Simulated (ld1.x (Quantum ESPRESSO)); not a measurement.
Scattering properties, TM potential for Ba

| Quantity | Value |
| --- | --- |
| Element | Ba (Z = 56) |
| Generator | ld1.x (Quantum ESPRESSO) 7.5 |
| Type | norm-conserving Troullier–Martins (Kleinman–Bylander form) |
| Functional | PBEsol |
| Relativity | fully relativistic |
| Frozen core | [Kr] 4d10 5s2 |
| Valence charge | 8 |
| Reference configuration | 5p6 5d1 6s1 6p0 |
| Partial waves | 5p (bound): rc 2.40 bohr; 5d (bound): rc 2.70 bohr; 6s (bound): rc 3.35 bohr |
| Local potential | the s channel |
| Core correction | none |

Open shells are filled in proportion to 2j + 1 (rel_dist='average').

The phase is arctan(r·u′/u) with u = r·R(r), unwrapped; energies in Ry, scanned from -3 to 5 Ry. A pole is an energy at which the radial function vanishes at the test radius. The pseudo phase is shifted by a multiple of π to meet the all-electron one at the reference energy, and phase errors are pseudo minus all-electron; the curves can meet again beyond the range given. Levels narrower than the energy grid can be missing from the lists of poles.

```tsv
channel	radius (bohr)	reference energy (Ry)	poles, all-electron	poles, pseudo	unbroken range about the reference energy with phases within 0.05 rad	phase error 1 Ry above the reference energy (rad)
s	3.65	-0.21	-2.35, 1.54	0.82, 2.73	-2.2 to 0.1	-0.154
p1/2	3.65	-1.40	-1.32, 2.29	-1.32, 3.78	-1.5 to -0.5	+0.059
p3/2	3.65	-1.25	-1.15, 2.47	-1.14, 3.89	-1.3 to -0.4	+0.062
d3/2	3.65	-0.10	0.41, 4.01	0.46	below 0.9	+0.045
d5/2	3.65	-0.10	0.44, 4.06	0.49	below 1.0	+0.043
```

Phases in the d5/2 channel:

```json
{"E (Ry)": "-3.00", "all-electron": "1.409", "pseudo": "1.410"}
{"E (Ry)": "-2.52", "all-electron": "1.393", "pseudo": "1.394"}
{"E (Ry)": "-2.04", "all-electron": "1.370", "pseudo": "1.373"}
{"E (Ry)": "-1.56", "all-electron": "1.337", "pseudo": "1.340"}
{"E (Ry)": "-1.08", "all-electron": "1.276", "pseudo": "1.281"}
{"E (Ry)": "-0.60", "all-electron": "1.114", "pseudo": "1.121"}
{"E (Ry)": "-0.12", "all-electron": "-0.371", "pseudo": "-0.371"}
{"E (Ry)": "0.36", "all-electron": "-1.528", "pseudo": "-1.512"}
{"E (Ry)": "0.84", "all-electron": "-1.712", "pseudo": "-1.674"}
{"E (Ry)": "1.32", "all-electron": "-1.889", "pseudo": "-1.782"}
{"E (Ry)": "1.80", "all-electron": "-2.458", "pseudo": "-1.938"}
{"E (Ry)": "2.28", "all-electron": "-4.112", "pseudo": "-2.369"}
{"E (Ry)": "2.76", "all-electron": "-4.498", "pseudo": "-3.736"}
{"E (Ry)": "3.24", "all-electron": "-4.617", "pseudo": "-4.345"}
{"E (Ry)": "3.72", "all-electron": "-4.680", "pseudo": "-4.519"}
{"E (Ry)": "4.20", "all-electron": "-4.725", "pseudo": "-4.600"}
{"E (Ry)": "4.68", "all-electron": "-4.766", "pseudo": "-4.649"}
```
